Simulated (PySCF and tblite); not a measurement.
Values are calculated unless marked as measured or tabulated.
C5H7NO, numbered as in [CH3:1][O:2][c:3]1[cH:4][cH:5][nH:6][cH:7]1.

Search: ETKDG and KDG, MMFF94s, GFN2-xTB, 60 starts; geometries at GFN2-xTB. Weights use B3LYP-D3(BJ)/def2-SVP (IEF-PCM, acetonitrile) energies plus GFN2-xTB zero-point and thermal terms (modes under about 100 cm⁻¹ blended into free rotors). Symmetry numbers and mirror images are counted. Conformers within 3 kcal/mol (GFN2-xTB free energy) were kept, 3 at most. Codes: tblite and PySCF.

Torsions listed: C1–O2–C3–C4.

```
conformer  shape  symmetry  E(GFN2) kcal/mol
        1   180°        Cs              0.00
        2     0°        Cs              0.34
```

(1) Which of these conformers is the most populated at 298.15 K, and with what share?

(2) Give the DFT energies and free energies relative to the lowest, and all weights.

(3) How does its share change from 220 K to 380 K?

Results:

(1) Conformer 1, about 79 %.

(2) 
| conformer | shape | E(DFT) kcal/mol | G(298.15 K) kcal/mol | weight % |
| --- | --- | --- | --- | --- |
| 1 | 180° | 0.00 | 0.00 | 79.3 |
| 2 | 0° | 0.78 | 0.80 | 20.7 |

(3) From 86 % to 74 %; the mixing entropy goes from 0.81 to 1.13 cal/(mol K).
